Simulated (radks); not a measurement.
Values are calculated unless marked as measured or tabulated.
Ionisation of the rhodium ion Rh+, [Kr] 4d8, to Rh2+, [Kr] 4d7, under several functionals. Scalar-relativistic Kohn-Sham, spin-polarised, spherical densities, finite nucleus; open shells are filled with parallel spins first (spin-orbit coupling, left out, can overturn this in heavy ions); a radial shooting solver on a logarithmic mesh with Libxc functionals.

functional                                        E(Rh+) (hartree)  Exc (hartree)  IE (eV)  -e(HOMO) (eV)  <r> HOMO (bohr)  IE error (eV)
PW91                                                   -4784.55798     -139.15498   18.603         12.929            1.559         +0.523
PBEsol                                                 -4781.39177     -135.95157   18.536         12.869            1.557         +0.456
AM05                                                   -4779.37799     -133.92380   18.548         12.866            1.556         +0.468
MS2 meta-GGA                                           -4783.72898     -138.23293   18.265         12.652            1.560         +0.185
LDA (Slater exchange, Perdew-Zunger correlation)       -4779.14997     -133.67889   18.920         13.223            1.561         +0.840
BLYP                                                   -4784.34033     -138.91430   18.500         12.835            1.569         +0.420
HCTH/407                                               -4786.88111     -141.67438   18.718         13.010            1.551         +0.638

NIST Atomic Spectra Database: 18.080 eV (semi-empirical). Closest: MS2 meta-GGA. The Delta-SCF values span 0.66 eV, the total energies 7.73 hartree. The highest occupied level is 4d. Open shells are spherical and high-spin; term and fine-structure splittings are not resolved.
